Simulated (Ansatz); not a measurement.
Species: HgI$_{2}$, charge 0, multiplicity 1. 
Geometry from a B3LYP-D3(BJ)/def2-TZVP (Ansatz, an electronic-structure program) optimisation:
```xyz
3

Hg     0.0000     0.0000     0.0000
I      0.0000     0.0000    -2.6116
I      0.0000     0.0000     2.6116
```

Wanted: atomisation energy (electronic, to ground-state atoms), in kcal/mol. Valence correlation only, unless marked. Open shells are spin-unrestricted. Spin-orbit coupling is left out. Frozen are the shells of the preceding noble gas and the d and f shells that filled before the atom's block. In def2 rows, elements after Kr have scalar-relativistic effective core potentials. The coupled-cluster limit lacks core correlation, which all-electron functionals hold. Basis-set limits of correlation are two-point, X^-3; Hartree-Fock from the larger set. The bracket is a focal-point correction in the basis named.

```
level                            program  atomisation energy (kcal/mol)
------------------------  --------------  -----------------------------
PBE/def2-TZVPD                    Ansatz                           78.6
PBE-D4/def2-TZVPD         Ansatz + dftd4                           81.1
r2SCAN-D3(BJ)/def2-TZVPD  Ansatz + dftd3                           81.0
B3LYP-D4/def2-TZVPD       Ansatz + dftd4                           72.7
```

Question: What does RI-MP2/CBS(def2-TZVPPD,def2-QZVPPD)+[CCSD(T)-MP2]/def2-TZVPPD (Ansatz) give?

Answer: 79.6 kcal/mol
